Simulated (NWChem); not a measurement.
# Ionisation of H₃ClSi

SMILES: [SiH3]Cl
```xyz
5

Si     0.0279    -0.9965     0.0000
Cl    -0.0303     1.0818     0.0000
H      0.7444    -1.4600     1.2180
H      0.7444    -1.4600    -1.2180
H     -1.3644    -1.5191     0.0000
```
Charge 0, spin multiplicity 1.

The numbers come from NWChem runs, not from measurements. All single points use one geometry, from B3LYP/def2-SVP, a minimum by its harmonic frequencies.

Basis set: def2-TZVP. −ε marks an orbital energy of the parent.

B3LYP has NWChem's definition, with VWN1-RPA local correlation. The structure started from a generated list of species.

Q: Order these methods by the first vertical ionisation energy they give, lowest first: −ε(HOMO) of HF, −ε(HOMO) of LDA (SVWN5), −ε(HOMO) of B3LYP, G0W0@BHandHLYP, G0W0@PBE0, G0W0@PBE.

A: −ε(HOMO) of LDA (SVWN5) (7.72 eV), −ε(HOMO) of B3LYP (8.77 eV), G0W0@PBE (11.04 eV), G0W0@PBE0 (11.37 eV), G0W0@BHandHLYP (11.60 eV), −ε(HOMO) of HF (12.31 eV)
